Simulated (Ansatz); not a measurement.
Geometry optimisation, RKS PBE0-D4/def2-SVP (Ansatz).

Input:

```yaml
crystal:
  periodic: [false, false, false]
  atoms:
    - { symbol: F, position_ang: [-0.11259, -2.45479, 0.4323] }
    - { symbol: Al, position_ang: [-0.32713, -0.83227, -0.08174] }
    - { symbol: Si, position_ang: [1.08777, 0.90049, 0.64185] }
    - { symbol: Cl, position_ang: [-2.09262, -1.12056, -1.35578] }
    - { symbol: H, position_ang: [2.45146, 0.25933, 0.38743] }
    - { symbol: H, position_ang: [1.09808, 0.62299, 2.14545] }
total_charge: -1
basis:
  gaussian: { orbitals: def2-SVP }
hamiltonian:
  xc: pbe0
  dispersion: d4
relax:
  f_tol: 0.015
  max_steps: 40
```

Run as:

```bash
$ ansatz run input.yaml --threads 1 --pin off --max-ram 2048MiB --backend cpu --events-out ev --progress --plain --runs-dir out
```

Where does it end, and by what steps?

It converged. The force dipped under the threshold on the way, but the program's further checks kept it going. Limits of this set-up: an anion without diffuse functions. After 28 steps the energy has fallen by 0.434 eV; H6 moved furthest, 1.15 Å.

| step | energy less start (eV) | largest force component (eV/Å) | accepted |
| --- | --- | --- | --- |
| 0 | 0.0000 | 1.726 | yes |
| 1 | -0.2705 | 0.529 | yes |
| 2 | -0.2849 | 0.635 | yes |
| 3 | -0.2992 | 0.495 | yes |
| 4 | -0.2990 | 0.551 | no |
| 5 | -0.3054 | 0.053 | yes |
| 6 | -0.3067 | 0.041 | yes |
| 7 | -0.3081 | 0.030 | yes |
| 8 | -0.3080 | 0.027 | no |
| 9 | -0.3082 | 0.005 | yes |
| 10 | -0.3082 | 0.005 | yes |
| 11 | -0.3083 | 0.003 | yes |
| 12 | -0.3084 | 0.012 | yes |
| 13 | -0.3086 | 0.021 | yes |
| 14 | -0.3092 | 0.033 | yes |
| 15 | -0.3105 | 0.057 | yes |
| 16 | -0.3128 | 0.095 | yes |
| 17 | -0.3162 | 0.130 | yes |
| 18 | -0.3217 | 0.417 | yes |
| 19 | -0.3445 | 0.364 | yes |
| 20 | -0.3595 | 0.412 | yes |
| 21 | -0.3850 | 0.424 | yes |
| 22 | -0.4014 | 0.414 | yes |
| 23 | -0.4180 | 0.346 | yes |
| 24 | -0.4238 | 0.463 | yes |
| 25 | -0.4304 | 0.365 | yes |
| 26 | -0.4330 | 0.171 | yes |
| 27 | -0.4343 | 0.016 | yes |
| 28 | -0.4344 | 0.013 | yes |

```xyz
6
Properties=species:S:1:pos:R:3
F 0.316 -2.617 -0.537
Al -0.086 -1.031 -0.080
Si 1.419 0.773 0.374
Cl -2.254 -0.922 -0.369
H 2.239 -0.135 1.314
H 0.471 1.306 1.467
```

Whether the end is a true minimum wasn't checked by a vibrational analysis.

The run took 3 min on 1 thread of Intel(R) Xeon(R) Processor @ 2.50GHz (Skylake/Cascade Lake), with other jobs on the host, peak memory 0.18 GiB.
